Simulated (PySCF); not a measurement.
# Computed records: CH₄B₂Cl, CH₅B₂O, CH₄BO, CH₆BOSi

Calculation on a computer-drawn molecule: the log of a Hartree-Fock and frozen-core CCSD(T) single point meant for a local Hartree-Fock minimum, with one planted fault or none, to be diagnosed. Offsets are logged minus clean, where the clean run is the same molecule without the fault. The reference is restricted for singlets and unrestricted otherwise, and also for a bond in bohr or an excited solution. Adding or removing an electron swaps singlet and doublet. The excited solution moves the top pair (singlet) or top alpha electron (doublet) to the lowest empty orbital. Highest occupied and lowest empty are orbital energies over both spins, largest force is the largest gradient component, triples share is (T) over the correlation energy, the T1 limit is 0.02 restricted and 0.045 unrestricted, electrons count all cores, a negative frequency is imaginary (commonest isotopes), and the dipole is about the centre of nuclear charge. Program: PySCF 2.14.0.

Common to all runs: meant charge 0; meant multiplicity 2; logged SCF converged yes; logged CC converged yes; logged SCF stable within its kind yes; possible faults no fault, one electron removed, one electron added, multiplicity raised by two, geometry at a saddle point, SCF held on an excited solution, minimal basis STO-3G, one bond length entered in bohr, all coordinates scaled.

(1) CH₄B₂Cl

Logged structure:
```xyz
8
CH4B2Cl
B     -2.6637     2.8902     0.0828
C     -1.4057     2.0189     0.3699
B     -1.1215     1.1438     1.6157
Cl    -2.2503     1.1021     2.9835
H     -3.1988     3.5140     0.9543
H     -3.1037     2.9485    -1.0331
H     -0.6402     1.9878    -0.4056
H     -0.1501     0.4579     1.7154
```

| Quantity | Value |
| --- | --- |
| meant basis | cc-pV(D+d)Z |
| logged electrons | 37 |
| logged basis functions | 28 |
| logged spin squared | 0.7587 |
| logged highest occupied | -9.6575 eV |
| logged lowest empty | 3.3101 eV |
| logged largest force | 0.023104 hartree/bohr |
| logged T1 diagnostic | 0.016524 |
| logged D1 diagnostic | 0.07201 |
| logged triples share | 0.017727 |
| logged dipole magnitude | 2.3332 debye |
| logged energy HF | -543.04477 hartree |
| logged energy CCSD(T) | -543.19852 hartree |
| planted fault | minimal basis STO-3G |
| HF energy offset from clean run | 3780 kcal/mol |
| CCSD(T) energy offset from clean run | 3983 kcal/mol |

Drawn bonds:
| atom | other atom | order |
| --- | --- | --- |
| 1 | 2 | 1 |
| 2 | 3 | 1 |
| 3 | 4 | 1 |
| 1 | 5 | 1 |
| 1 | 6 | 1 |
| 2 | 7 | 1 |
| 3 | 8 | 1 |

(2) CH₄B₂Cl

Structure as in entry 1.

| Property | Result |
| --- | --- |
| meant basis | cc-pV(D+d)Z |
| logged electrons | 36 |
| logged basis functions | 85 |
| logged spin squared | 0 |
| logged highest occupied | -17.417 eV |
| logged lowest empty | -8.1657 eV |
| logged largest force | 0.072521 hartree/bohr |
| logged T1 diagnostic | 0.034264 |
| logged D1 diagnostic | 0.14573 |
| logged triples share | 0.031037 |
| logged dipole magnitude | 6.652 debye |
| logged energy HF | -548.71988 hartree |
| logged energy CCSD(T) | -549.18597 hartree |
| planted fault | one electron removed |
| HF energy offset from clean run | 219.2 kcal/mol |
| CCSD(T) energy offset from clean run | 225.7 kcal/mol |

Drawn bonds:
| atom | other atom | order |
| --- | --- | --- |
| 1 | 2 | 1 |
| 2 | 3 | 1 |
| 3 | 4 | 1 |
| 1 | 5 | 1 |
| 1 | 6 | 1 |
| 2 | 7 | 1 |
| 3 | 8 | 1 |

Notes: T1 above single-reference limit.

(3) CH₅B₂O

Logged structure:
```xyz
9
CH5B2O
B      0.4463     2.1548    -1.5991
C      0.1978     0.8858    -0.7080
B      1.2147    -0.3242    -0.5395
O      0.9832    -1.3696     0.3067
H     -0.3336     3.0844    -1.5916
H      1.4288     2.2205    -2.3071
H     -0.7528     0.8348    -0.1503
H      2.2510    -0.3649    -1.1663
H      0.1608    -1.3133     0.7890
```

| Property | Result |
| --- | --- |
| meant basis | cc-pVDZ |
| logged electrons | 29 |
| logged basis functions | 81 |
| logged spin squared | 0.7567 |
| logged highest occupied | -11.076 eV |
| logged lowest empty | 0.3636 eV |
| logged largest force | 0.0094487 hartree/bohr |
| logged T1 diagnostic | 0.016109 |
| logged D1 diagnostic | 0.067525 |
| logged triples share | 0.024912 |
| logged dipole magnitude | 2.0204 debye |
| logged energy HF | -165.02383 hartree |
| logged energy CCSD(T) | -165.54607 hartree |
| planted fault | all coordinates scaled, by +1.0 % |
| HF energy offset from clean run | 0.5059 kcal/mol |
| CCSD(T) energy offset from clean run | -0.5053 kcal/mol |

Drawn bonds:
| atom | other atom | order |
| --- | --- | --- |
| 1 | 2 | 1 |
| 2 | 3 | 1 |
| 3 | 4 | 1 |
| 1 | 5 | 1 |
| 1 | 6 | 1 |
| 2 | 7 | 1 |
| 3 | 8 | 1 |
| 4 | 9 | 1 |

(4) CH₄BO

Logged structure:
```xyz
7
CH4BO
B     -0.3946     1.3461     0.9695
C      0.4608     0.0993     0.8646
O      1.5900     0.0891     0.1437
H     -0.0733     2.3535     0.4047
H     -1.3965     1.3001     1.6287
H      0.2187    -0.8411     1.3550
H      2.0082    -0.7582     0.1763
```

| Item | Value |
| --- | --- |
| meant basis | cc-pVDZ |
| logged electrons | 22 |
| logged basis functions | 62 |
| logged spin squared | 0 |
| logged highest occupied | -19.399 eV |
| logged lowest empty | -6.941 eV |
| logged largest force | 0.12818 hartree/bohr |
| logged T1 diagnostic | 0.024995 |
| logged D1 diagnostic | 0.096377 |
| logged triples share | 0.029503 |
| logged dipole magnitude | 2.9846 debye |
| logged energy HF | -139.40545 hartree |
| logged energy CCSD(T) | -139.83441 hartree |
| planted fault | one electron removed |
| HF energy offset from clean run | 184.9 kcal/mol |
| CCSD(T) energy offset from clean run | 189.1 kcal/mol |

Drawn bonds:
| atom | other atom | order |
| --- | --- | --- |
| 1 | 2 | 1 |
| 2 | 3 | 1 |
| 1 | 4 | 1 |
| 1 | 5 | 1 |
| 2 | 6 | 1 |
| 3 | 7 | 1 |

Notes: T1 above single-reference limit.

(5) CH₄BO

Structure as in entry 4.

| Property | Result |
| --- | --- |
| meant basis | cc-pVDZ |
| logged electrons | 23 |
| logged basis functions | 62 |
| logged spin squared | 3.7675 |
| logged highest occupied | -5.1842 eV |
| logged lowest empty | -2.5946 eV |
| logged largest force | 0.06483 hartree/bohr |
| logged T1 diagnostic | 0.034559 |
| logged D1 diagnostic | 0.17685 |
| logged triples share | 0.026093 |
| logged dipole magnitude | 1.0362 debye |
| logged energy HF | -139.44192 hartree |
| logged energy CCSD(T) | -139.86619 hartree |
| planted fault | multiplicity raised by two |
| HF energy offset from clean run | 162.1 kcal/mol |
| CCSD(T) energy offset from clean run | 169.1 kcal/mol |

Drawn bonds:
| atom | other atom | order |
| --- | --- | --- |
| 1 | 2 | 1 |
| 2 | 3 | 1 |
| 1 | 4 | 1 |
| 1 | 5 | 1 |
| 2 | 6 | 1 |
| 3 | 7 | 1 |

(6) CH₆BOSi

Logged structure:
```xyz
10
CH6BOSi
B     -3.1059     0.8656    -0.4615
C     -1.7251     0.6666    -1.0635
O     -1.2206    -0.5601    -1.2806
Si     0.2021    -0.9746    -2.0440
H     -3.4974     1.9866    -0.2873
H     -3.7841    -0.0783    -0.1700
H     -1.0667     1.4896    -1.3410
H      0.4383    -2.3935    -1.7382
H      1.3009    -0.1296    -1.5300
H      0.0716    -0.7695    -3.5009
```

| Item | Value |
| --- | --- |
| meant basis | cc-pV(D+d)Z |
| logged electrons | 39 |
| logged basis functions | 30 |
| logged spin squared | 0.7551 |
| logged highest occupied | -6.7177 eV |
| logged lowest empty | 5.5056 eV |
| logged largest force | 0.030294 hartree/bohr |
| logged T1 diagnostic | 0.026098 |
| logged D1 diagnostic | 0.12838 |
| logged triples share | 0.020683 |
| logged dipole magnitude | 2.5635 debye |
| logged energy HF | -424.68126 hartree |
| logged energy CCSD(T) | -424.89671 hartree |
| planted fault | minimal basis STO-3G |
| HF energy offset from clean run | 3232 kcal/mol |
| CCSD(T) energy offset from clean run | 3443 kcal/mol |

Drawn bonds:
| atom | other atom | order |
| --- | --- | --- |
| 1 | 2 | 1 |
| 2 | 3 | 1 |
| 3 | 4 | 1 |
| 1 | 5 | 1 |
| 1 | 6 | 1 |
| 2 | 7 | 1 |
| 4 | 8 | 1 |
| 4 | 9 | 1 |
| 4 | 10 | 1 |
